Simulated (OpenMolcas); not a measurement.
**How methods differ on C2H4GaN (SMILES N=C=[CH][GaH2])**

The species is C2H4GaN (8 atoms), meant as a singlet with charge 0. SMILES: `N=C=[CH][GaH2]`. The coordinates come from a PBE0-D4/def2-TZVP relaxation.

Quantity: the dipole moment, in D. The values are calculated.

```json
{"level": "HF/def2-SVP", "kind": "Hartree–Fock", "program": "OpenMolcas", "value (D)": "1.64", "CPU time": "16 s"}
{"level": "BLYP/def2-SVP", "kind": "GGA", "program": "OpenMolcas", "value (D)": "1.63", "CPU time": "51 s"}
{"level": "PBE/def2-SVP", "kind": "GGA", "program": "OpenMolcas", "value (D)": "1.61", "CPU time": "49 s"}
{"level": "revPBE/def2-SVP", "kind": "GGA", "program": "OpenMolcas", "value (D)": "1.59", "CPU time": "50 s"}
{"level": "M06-L/def2-SVP", "kind": "meta-GGA", "program": "OpenMolcas", "value (D)": "1.52", "CPU time": "67 s"}
{"level": "r2SCAN/def2-SVP", "kind": "meta-GGA", "program": "OpenMolcas", "value (D)": "1.58", "CPU time": "65 s"}
{"level": "B3LYP/def2-SVP", "kind": "global hybrid", "program": "OpenMolcas", "value (D)": "1.58", "CPU time": "52 s"}
{"level": "M06-2X/def2-SVP", "kind": "hybrid meta-GGA", "program": "OpenMolcas", "value (D)": "1.57", "CPU time": "55 s"}
```

All-electron rows without a relativistic Hamiltonian named are non-relativistic. The values span 1.52 to 1.64 D. Magnitudes only. Times are those of the runs behind each value, whatever else they computed, on shared processors of several kinds: orders of magnitude only.
